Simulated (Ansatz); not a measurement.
Ideal-gas functions of H₄OSiSn, SMILES `[O]1[SiH2][SnH2]1` at 600 K and 1 bar, from an Ansatz frequency run at PBE0-D4/def2-TZVP.

Molar mass 166.83 g/mol, point group Cs (symmetry number 1), electronic degeneracy 1, moments of inertia 32.781, 183.883, 202.911 u Å². Harmonic wavenumbers (cm⁻¹, unscaled): 293, 307, 378, 448, 471, 537, 657, 702, 784, 937, 990, 1918, 1927, 2215, 2228.

Use S(trans) = R[1.5 ln M + 2.5 ln T − 1.1517]; rotational temperatures θ = 24.2544 K / I; S(rot) = R[ln(√π/σ · √(T³/θAθBθC)) + 1.5]; for each mode x = 1.438777 ν̃/T, S = R[x/(eˣ − 1) − ln(1 − e⁻ˣ)] and H = RT x/(eˣ − 1); 1 cm⁻¹ = 0.0119627 kJ/mol; R = 8.31446 J/(mol·K).

Task: By hand: the entropy, in J/(mol·K).

Result: Translation 187.2. Rotation: θ = 0.7399, 0.1319, 0.1195 K, giving 115.5. Vibration, mode by mode: 11.42, 11.05, 9.41, 8.11, 7.73, 6.76, 5.34, 4.90, 4.19, 3.14, 2.84, 0.47, 0.46, 0.26, 0.25, in all 76.3. Electronic 0.0. Sum 379.0 J/(mol·K).

Task: By hand: H − E and G − E in kJ/mol, counted from the electronic energy.

Result: Zero-point energy ½ × 14792 × 0.0119627 = 88.5; thermal vibration 26.7; translation, rotation and pV give 4 RT = 20.0. H − E = 135.2 kJ/mol, and G − E = 135.2 − 600 × 379.0/1000 = -92.2 kJ/mol.

Vibration gives 20 % of the entropy.
